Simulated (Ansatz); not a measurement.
## Reading a saddle point

A first-order saddle point of SiH4S2O2, closed shell, PBE0-D4/def2-TZVP, with one imaginary mode of 602i cm⁻¹:

```
9
angstrom
Si -0.3889 0.2036 -0.2411
S 1.5240 -0.9467 0.5905
S 0.1824 0.0274 -2.1529
H 1.4003 -0.8214 -0.8856
O -0.3608 1.6196 0.5578
O -1.6474 -0.6392 0.3720
H 2.2440 0.1864 0.6598
H -0.9588 1.6928 1.3060
H -1.9950 -1.3223 -0.2065
```

Program: Ansatz 0.2.0. Basis: def2-TZVPP and def2-QZVPP. Cores are frozen in the correlated methods. Extrapolation: Hartree–Fock as exp(−7.88 √X), correlation as X^−2.97.

Question: Which contacts change along the imaginary mode, and what lies on either side? (A judgement: the text doesn't fix the answer.)

Answer: The calculation gives: The step is SiH₄S₂O₂ ([OH][Si]([OH])([SH])[SH]) → SiH₂SO₂ ([OH][Si]([OH])[S]) + H₂S (still joined by a long Si–S bond), with the molecules in contact on both sides. Shortening one way: S2–H4; lengthening the same way: Si1–S2, S3–H4.
```csv
pair,one side (Å),saddle (Å),other side (Å)
S2–H4,3.49,1.49,1.34
Si1–S2,2.12,2.38,2.54
S3–H4,1.34,1.95,3.30
```

Question: Which side is lower, and how far does the saddle lie above each? (An estimate is asked for; the value comes from the calculation.)

Answer: The calculation gives: The side with Si1–S2, S3–H4 short is lower by 1.237 eV; the saddle lies 1.543 eV above it and 0.307 eV above the other (CCSD(T) at an estimated basis limit (MP2 extrapolated from triple and quadruple zeta, plus CCSD(T) − MP2 in triple zeta); electronic energies).

T1 diagnostic: at most 0.014.

Labels in which every atom is bracketed show which atoms are joined, not bond orders.

For scale, one of the runs: CCSD(T)/def2-TZVPP, 244 basis functions, launched by `ansatz run in.yaml --threads 4 --pin off --events-out ev --progress --plain --max-ram 9574MiB`. The run took 2.3 min on 4 CPU threads of an Arm Neoverse V1 (shared host), with 4.6 GiB of host memory at its peak.
